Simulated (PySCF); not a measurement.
# Electronic structure of W⁺ (tungsten, charge +1) at the UHF level

Configuration: [Xe] 4f14 5d4 6s1, high-spin 6D determinant. Calculation: PySCF 2.14, in aug-cc-pVTZ-PP with ECP60MDF; scalar relativity through the core potential.

```
Total energy                                                  : -66.464537 hartree
One-electron energy                                           : -109.2542 hartree
Hartree (Coulomb) energy                                      : 49.6410 hartree
Exchange energy                                               : -6.8513 hartree
⟨S²⟩                                                          : 8.7554
⟨L²⟩                                                          : 6.024
Sum of ⟨r⟩                                                    : 20.70 bohr
Sum of ⟨r²⟩                                                   : 41.46 bohr²
Traceless quadrupole moment −½Σ⟨3z² − r²⟩ along its main axis : -1.11 e·bohr²
```

| shell | electrons | mean orbital energy (hartree) | spread (hartree) | rms radius, mean of both spins (bohr) |
| --- | --- | --- | --- | --- |
| 5s α | 1 | -3.76478 | 0 | 1.16 |
| 5s β | 1 | -3.60116 | 0 | 1.16 |
| 5p α | 3 | -2.30926 | 0.02747 | 1.35 |
| 5p β | 3 | -2.06946 | 0.04683 | 1.35 |
| 5d α | 4 | -0.65282 | 0.04304 | 2.09 |
| 6s α | 1 | -0.56147 | 0 | 3.21 |

Energies and moments cover only the electrons outside the core potential. Spin-orbit coupling, absent here, splits the open shell strongly.
